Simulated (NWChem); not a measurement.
BiCl$_{3}$

SMILES: [Cl][Bi]([Cl])[Cl]
```xyz
4

Bi     0.0021     0.4468     0.0000
Cl    -1.0836    -0.7221     1.8710
Cl    -1.0836    -0.7221    -1.8710
Cl     2.1570    -0.7374     0.0000
```
Charge 0, spin multiplicity 1.

The numbers come from NWChem runs, not from measurements. The geometry was optimised at PBE0/def2-SVP with def2 effective core potentials on Bi, a minimum by its harmonic frequencies.

Symmetry labels belong to the abelian group Cs used in the runs, with the axes of the coordinates shown; states degenerate in a higher group split over its labels.

Effective core potentials replace the inner electrons of Bi; spin-orbit coupling is left out. The structure started from a generated list of species.

**Question.** List the lowest 6 singlet excitations that TDA-CAM-B3LYP/def2-SVP with def2 effective core potentials on Bi gives, with oscillator strengths.

**Answer.** 
```
state  symmetry  energy (eV)  wavelength (nm)      f
-----  --------  -----------  ---------------  -----
1            a'         5.21              238  0.042
2            a"         5.38              231  0.000
3            a"         5.40              230  0.002
4            a'         5.40              230  0.002
5            a'         5.64              220  0.003
6            a"         5.64              220  0.003
```
